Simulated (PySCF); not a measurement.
**One molecule, a ladder of functionals, a line**

Molecule: `[N+](#CCC)[AlH3-]`, C3H8AlN.

Cartesian coordinates in Å; atom numbers follow the order of the lines, from 1:
```xyz
13

C     2.2547   -0.5730   -0.0433
C     1.3721    0.3069    0.8405
C    -0.0246    0.2832    0.4434
N    -1.1265    0.2495    0.1097
Al   -3.0700    0.1843   -0.4842
H     3.2946   -0.5115    0.3044
H     1.9368   -1.6240   -0.0006
H     2.2203   -0.2443   -1.0912
H     1.6996    1.3593    0.8150
H     1.4161   -0.0105    1.8954
H    -3.7562    0.8906    0.7823
H    -3.2397   -1.4047   -0.6285
H    -2.9553    1.0432   -1.8346
```

GIAO shieldings (ppm, equivalent atoms averaged) in PySCF 2.14 on the PBE0-D3(BJ)/def2-SVP geometry, basis pcSseg-2, gas phase, non-relativistic:

```tsv
functional	exact exchange (%)	σ(C2)	σ(Al5)
BLYP	0	161.0	427.4
BP86	0	165.3	430.4
PBE	0	165.6	430.1
B3LYP	20	166.1	434.9
mPW1PW91	25	170.5	440.9
BHandHLYP	50	172.2	448.0
HF	100	180.9	477.2
```

(1) Fit each shielding as a line in the percentage of exact exchange.

(2) What does the line predict for PBE0 (25 %), and what does the run give?

## Answers

(1) σ(C2) = 164.1 + 0.17 x (rms 1.7 ppm); σ(Al5) = 428.2 + 0.47 x (rms 2.2 ppm). The functionals also differ in their semilocal parts, which the line can't hold; Hartree–Fock has no correlation at all.

(2) σ(C2): 168.3 predicted, 171.3 computed; σ(Al5): 439.9 predicted, 440.4 computed ppm.
